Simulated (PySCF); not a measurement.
**I³⁺ (iodine, charge +3) across methods**

[Kr] 4d10 5s2 5p2, high-spin 3P determinant. Computed with PySCF 2.14 in aug-cc-pVTZ-PP with one added diffuse shell each of d, f type with ECP28MDF (6s5p5d3f, 67 functions), with scalar relativity through the core potential.

```tsv
method	E (hartree)	mean ε 5s α (eV)	mean ε 5s β (eV)	mean ε 5p α (eV)	Σ⟨r²⟩ (bohr²)	⟨S²⟩
r2SCAN	-293.6051	-47.962	-45.488	-35.521	33.01	2.003
B97-3	-293.5664	-49.155	-46.548	-36.348	33.07	2.002
PW91	-293.5849	-47.373	-45.590	-35.099	33.04	2.001
UHF	-292.56488	-53.996	-48.416	-39.854	33.38	2.007
PBE0	-293.5047	-49.207	-46.547	-36.445	33.07	2.002
TPSS	-293.3837	-47.387	-45.266	-35.142	33.08	2.002
LDA	-293.0501	-47.570	-46.035	-35.128	33.06	2.001
PBE	-293.4837	-47.270	-45.476	-35.027	33.06	2.001
BP86	-293.6151	-47.409	-45.712	-35.125	32.99	2.001
```

Energies and moments cover only the electrons outside the core potential.
